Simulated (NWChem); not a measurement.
System: C2H4BFO2; SMILES OB(O)/C=C\F

Parts of the log:

```
             Northwest Computational Chemistry Package (NWChem) 7.3.0
             --------------------------------------------------------

 C1  symmetry detected

                             Geometry "geometry" -> ""
                             -------------------------

 Output coordinates in angstroms (scale by  1.889725989 to convert to a.u.)

  No.       Tag          Charge          X              Y              Z
 ---- ---------------- ---------- -------------- -------------- --------------
    1 O                    8.0000    -0.32559308     2.25924010    -0.00316280
    2 B                    5.0000     0.05337630     0.94293375     0.00069734
    3 O                    8.0000     1.39566675     0.70414665     0.00257719
    4 C                    6.0000    -1.01668671    -0.21648567     0.00284021
    5 C                    6.0000    -0.73547705    -1.51698653     0.00067762
    6 F                    9.0000     0.54558400    -1.97760900    -0.00302205
    7 H                    1.0000    -1.28510668     2.36740164    -0.00455657
    8 H                    1.0000     1.57866885    -0.24601529     0.00407777
    9 H                    1.0000    -2.08421040     0.00483618     0.00613652
   10 H                    1.0000    -1.43409593    -2.34867112     0.00163191

 Effective nuclear repulsion energy (a.u.)     216.3638138515

                                 NWChem DFT Module
                                 -----------------

 Summary of "ao basis" -> "ao basis" (spherical)
 ------------------------------------------------------------------------------
       Tag                 Description            Shells   Functions and Types
 ---------------- ------------------------------  ------  ---------------------
 O                         def2-tzvp                11       31   5s3p2d1f
 B                         def2-tzvp                11       31   5s3p2d1f
 C                         def2-tzvp                11       31   5s3p2d1f
 F                         def2-tzvp                11       31   5s3p2d1f
 H                         def2-tzvp                 4        6   3s1p

            General Information
            -------------------
          SCF calculation type: DFT
          Wavefunction type:  closed shell.
          No. of atoms     :    10
          No. of electrons :    46
           Alpha electrons :    23
            Beta electrons :    23
          Charge           :     0
          Spin multiplicity:     1
          Use of symmetry is: off; symmetry adaption is: off
          Maximum number of iterations: 150
          AO basis - number of functions:   210
                     number of shells:    82
          Convergence on energy requested:  1.00D-06
          Convergence on density requested:  1.00D-05
          Convergence on gradient requested:  5.00D-04

              XC Information
              --------------
                         PBE0 Method XC Functional
                     Hartree-Fock (Exact) Exchange  0.250
          PerdewBurkeErnzerhof Exchange Functional  0.750
            Perdew 1991 LDA Correlation Functional  1.000 local
           PerdewBurkeErnz. Correlation Functional  1.000 non-local

             Grid Information
             ----------------
          Grid used for XC integration:  medium
          Radial quadrature: Mura-Knowles
          Angular quadrature: Lebedev.
          Tag              B.-S. Rad. Rad. Pts. Rad. Cut. Ang. Pts.
          ---              ---------- --------- --------- ---------
          O                   0.60       49          12.0       434
          B                   0.85       49          11.0       434
          C                   0.70       49          11.0       434
          F                   0.50       49          12.0       434
          H                   0.35       45          12.0       434
          Grid pruning is: on
          Number of quadrature shells:   474
          Spatial weights used:  Erf1

      Superposition of Atomic Density Guess
      -------------------------------------

 Sum of atomic energies:        -350.86329892

      Non-variational initial energy
      ------------------------------

 Total energy =    -353.435554
 1-e energy   =    -910.108251
 2-e energy   =     340.308883
 HOMO         =      -0.322904
 LUMO         =      -0.007827

------------------------------------------------------------
EAF file 0: "./job.aoints.0" size=658505728 bytes
------------------------------------------------------------
               write      read    awrite     aread      wait
               -----      ----    ------     -----      ----
     calls:     1256         0         0         0         0
   data(b): 6.59e+08  0.00e+00  0.00e+00  0.00e+00
   time(s): 0.00e+00  0.00e+00  0.00e+00  0.00e+00  0.00e+00
rate(mb/s): 0.00e+00  0.00e+00
------------------------------------------------------------

     ---------------------------------------------
      Total Density - Mulliken Population Analysis
     ---------------------------------------------

    Atom       Charge   Shell Charges
 -----------   ------   -------------------------------------------------------
    1 O    8     8.74   0.79  1.18  0.59  0.93  0.24  2.02  2.16  0.80  0.00  0.01  0.00
    2 B    5     4.27   0.92  1.06  0.51  0.35  0.03  0.73  0.37  0.04  0.09  0.12  0.04
    3 O    8     8.74   0.79  1.18  0.59  0.93  0.25  2.02  2.16  0.80  0.00  0.01  0.00
    4 C    6     6.58   0.86  1.12  0.58  0.66  0.10  1.30  1.45  0.47  0.01  0.02  0.01
    5 C    6     5.54   0.86  1.12  0.55  0.60  0.11  0.96  0.98  0.24  0.03  0.08  0.01
    6 F    9     9.35   0.77  1.20  0.61  1.00  0.32  2.30  2.29  0.84  0.00  0.01  0.00
    7 H    1     0.54   0.19  0.25  0.06  0.04
    8 H    1     0.55   0.19  0.26  0.06  0.04
    9 H    1     0.82   0.23  0.44  0.13  0.02
   10 H    1     0.86   0.24  0.46  0.14  0.02

[...]
```

Level: PBE0/def2-TZVP. Structure relaxed at the B3LYP/6-31G* (spherical d) level.

### Question
Which NWChem input produces such a log?

### Answer
One answer among several that fit: the input that was run:
```
start job
memory heap 200 mb stack 900 mb global 1100 mb
geometry units angstroms noautoz
  O     -0.342405     2.266366    -0.003578
  B      0.052939     0.954886     0.000715
  O      1.398101     0.732846     0.002688
  C     -1.002592    -0.217778     0.003223
  C     -0.705197    -1.514674     0.001487
  F      0.581505    -1.959297    -0.002048
  H     -1.303192     2.362561    -0.005018
  H      1.592930    -0.214961     0.004500
  H     -2.072791    -0.009776     0.006435
  H     -1.393397    -2.355000     0.002704
end
basis spherical
  * library def2-tzvp
end
dft
  xc pbe0
  iterations 150
  semidirect filesize 400000000
  mulliken
end
task dft energy
```
